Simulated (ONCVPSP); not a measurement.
**u(r) = r·R(r): atom against pseudo-atom (chromium (Cr))**

Columns: radius, all-electron u(r) and pseudo u(r) of the 3s shell (level -73.99 eV) of chromium in the configuration [Ne] 3s2 3p6 3d5 4s1; PBE, scalar-relativistic, ONCV scheme, ONCVPSP 4.0.1.

```
r (bohr)  all-electron  pseudo
   0.072        0.1043  0.1509
   0.145       -0.4827  0.3014
   0.217       -0.6082  0.4444
   0.290       -0.3707  0.5807
   0.362        0.0095  0.7035
   0.435        0.3986  0.8131
   0.507        0.7169  0.9041
   0.580        0.9499  0.9766
   0.652        1.0927  1.0267
   0.725        1.1623  1.0548
   0.798        1.1733  1.0598
   0.870        1.1425  1.0433
   0.942        1.0841  1.0081
   1.015        1.0077  0.9567
   1.088        0.9223  0.8928
   1.160        0.8353  0.8210
   1.232        0.7493  0.7441
   1.305        0.6660  0.6648
   1.378        0.5882  0.5880
   1.450        0.5176  0.5175
   1.522        0.4535  0.4534
   1.595        0.3952  0.3951
   1.668        0.3432  0.3431
   1.740        0.2978  0.2978
   1.812        0.2579  0.2578
   1.885        0.2224  0.2224
```

(1) How many radial nodes do the two functions have?

(2) At about which radius was the pseudo-wave matched?

(3) Where does each function peak?

(4) Is the pseudo-wave norm-conserving?

## Answers

(1) The all-electron 3s function has n − l − 1 = 2; the pseudo-wave has 0, since the states of the same l below it are removed with the core.

(2) 1.45 bohr, where the columns begin to agree (steps of 0.07 bohr).

(3) Outermost all-electron maximum near 0.80 bohr, pseudo maximum near 0.80 bohr (to the table’s step).

(4) Yes: the ONCV scheme keeps the norm inside the radius equal to the all-electron one, which fixes the energy derivative of the logarithmic derivative at the level.
